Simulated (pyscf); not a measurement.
Single points on ωB97X-D3(BJ)/def2-SVP structures (PySCF, gas phase).

SMILES: [SiH3][As]([SiH3])[AsH2]
```xyz
12

Si    -1.8112     0.9579    -1.8887
As    -1.3129     0.0176     0.2024
Si     0.3027    -1.3884    -0.7449
As     0.3573     1.7189     0.6591
H     -0.5845     1.1141    -2.7244
H     -2.7810     0.0775    -2.6028
H     -2.4278     2.2985    -1.6730
H      0.9218    -2.2124     0.3325
H     -0.3439    -2.2828    -1.7484
H      1.3706    -0.5879    -1.4143
H     -0.3368     2.2271     1.9124
H      1.2431     0.7738     1.4563
```

**Question.** How much does it cost (ΔH, 298 K, ωB97M-D3(BJ)/def2-TZVP) to split `[SiH3][As]([SiH3])[AsH2]` at its As–As bond into H₃Si–As•–SiH₃ + AsH₂•?

**Answer.** As–As to H₃Si–As•–SiH₃ + AsH₂•: 47.4 kcal/mol. The 7 functionals that were run give +44.4 (M06-2X) to +56.9 kcal/mol (ωB97X-D3(BJ)). Other isomers of H₃Si–As•–SiH₃ were not searched in full and may lie lower. Elements up to Kr have no core potential and no relativistic terms here.
